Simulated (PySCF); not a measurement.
# Correlation energy of Mn (manganese, neutral)

[Ar] 3d5 4s1 4p1, high-spin 8P determinant (an excited configuration). All numbers are calculated (PySCF 2.14, no relativity, point nucleus, in aug-cc-pVQZ). Frozen: [Ar]; 7 electrons correlated.

MP2 pair energies summed by pair of shells (mhartree):

| pair | energy | share (%) |
| --- | --- | --- |
| 3d-3d | -77.86 | 79.1 |
| 3d-4s | -11.74 | 11.9 |
| 3d-4p | -6.72 | 6.8 |
| 4s-4p | -2.14 | 2.2 |

Total MP2 correlation energy: -98.47 mhartree.

Same-spin part -98.47 and opposite-spin part 0.00 mhartree; SCS-MP2 scales them by 1/3 and 6/5 to -32.82 mhartree.
